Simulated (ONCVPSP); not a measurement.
# helium (He): one change to an ONCV potential, before and after

| Item | Value |
| --- | --- |
| Element | He (Z = 2) |
| Generator | ONCVPSP 4.0.1 |
| Type | optimised norm-conserving Vanderbilt (ONCV) |
| Functional | PBE |
| Relativity | scalar-relativistic |
| Frozen core | none |
| Valence charge | 2 |
| Reference configuration | 1s2 |
| Partial waves | 1s: rc 0.40 bohr, ncon 3, nbas 7, qcut 18.3 1/bohr, 3 projectors, debl 2.6 Ha; p scattering state at 0.37 Ha: rc 0.45 bohr, ncon 5, nbas 10, qcut 21.9 1/bohr, 3 projectors, debl 2.4 Ha |
| Local potential | polynomial inside 0.35 bohr (lpopt 5, dvloc0 0 Ha) |
| Core correction | none |

All-electron outer shells of the reference configuration (PBE, scalar-relativistic, ld1.x):

```json
{"shell": "1s", "level (eV)": "-15.76", "outermost node (bohr)": "–", "outermost maximum (bohr)": "0.56"}
```

Change: all radii scaled by about 0.85 (s 0.34, p 0.38 bohr); local potential polynomial inside 0.30 bohr (lpopt 5, dvloc0 0 Ha).

Cutoffs: the cutoffs (Ha) at which the residual kinetic energy of the hardest occupied pseudo-wave falls to 1 and 0.1 mHa per electron; they do not see the model core or the augmentation charge, which bear on the density cutoff. Errors are all-electron minus pseudo energies relative to the spin-unpolarised reference configuration.

**Question.** What does the change do?

**Answer.** The potential gets harder (113 Ha and 158 Ha → 130 Ha and 315 Ha); a bound ghost appears in p, which as a rule spoils a file. A smaller radius makes the pseudo-wave follow the all-electron one further in, where it bends more sharply, so more plane waves are needed.

| quantity | base | changed |
| --- | --- | --- |
| cutoff, loose | 113 Ha | 130 Ha |
| cutoff, tight | 158 Ha | 315 Ha |
| bound ghosts | none | p |
| GHOST(+) flags under 300 eV | none | s at 75.8 eV |
| largest miss of a reference level, eV | 0.08 | 0.09 |
| error for 1s1, meV [ΔE 26.96 eV] | -120 | -146 |
| error for 1s1.5, meV [ΔE 10.55 eV] | -51 | -58 |

 A true bound ghost makes a file unfit for plane-wave use even where its test errors are small: the radial tests pick states by their node count and pass the ghost by.
